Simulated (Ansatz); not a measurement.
Geometry optimisation, RHF/STO-3G in Ansatz 0.2.0.

input.yaml

```yaml
crystal:
  periodic: [false, false, false]
  atoms:
    - { symbol: C, position_ang: [2.7739, 0.2271, 0.9436] }
    - { symbol: O, position_ang: [1.413, 0.7095, 1.2676] }
    - { symbol: C, position_ang: [0.4907, 0.2204, 0.3983] }
    - { symbol: C, position_ang: [-0.2178, -0.2098, -0.3579] }
    - { symbol: O, position_ang: [-1.173, -0.7261, -1.2329] }
    - { symbol: Si, position_ang: [-2.7643, -0.2852, -0.9676] }
    - { symbol: H, position_ang: [3.0377, 0.6232, -0.063] }
    - { symbol: H, position_ang: [2.8356, -0.803, 0.98] }
    - { symbol: H, position_ang: [3.4299, 0.7147, 1.6985] }
    - { symbol: H, position_ang: [-2.9276, 1.1741, -1.031] }
    - { symbol: H, position_ang: [-3.2286, -0.7718, 0.3886] }
    - { symbol: H, position_ang: [-3.5924, -0.9281, -1.9901] }
basis:
  gaussian: { orbitals: STO-3G }
hamiltonian:
  xc: hf
relax:
  f_tol: 0.02
  max_steps: 40
scf:
  lower_state_search: "off"
```

Command:

```bash
$ ansatz run input.yaml --threads 1 --pin off --max-ram 2048MiB --backend cpu --events-out ev --progress --plain --runs-dir out
```

Task: Where does it end, and by what steps?

Result: It converged. Limits of this set-up: minimal basis. After 6 steps the energy has fallen by 0.663 eV; C4 moved furthest, 0.08 Å. The start is strongly strained (largest force component 8 eV/Å).

| step | energy less start (eV) | largest force component (eV/Å) | accepted |
| --- | --- | --- | --- |
| 0 | 0.0000 | 8.090 | yes |
| 1 | -0.5824 | 2.688 | yes |
| 2 | -0.6396 | 0.506 | yes |
| 3 | -0.6561 | 0.508 | yes |
| 4 | -0.6627 | 0.087 | yes |
| 5 | -0.6630 | 0.048 | yes |
| 6 | -0.6631 | 0.005 | yes |

```xyz
12
Properties=species:S:1:pos:R:3
C 2.766 0.270 0.948
O 1.426 0.714 1.260
C 0.531 0.195 0.364
C -0.297 -0.207 -0.358
O -1.187 -0.712 -1.238
Si -2.806 -0.281 -0.944
H 3.077 0.602 -0.047
H 2.851 -0.819 1.000
H 3.425 0.716 1.695
H -2.949 1.133 -1.010
H -3.207 -0.752 0.337
H -3.552 -0.915 -1.974
```

Whether the end is a true minimum wasn't checked by a vibrational analysis.

The run took 7.6 s on 1 CPU thread of a shared host.
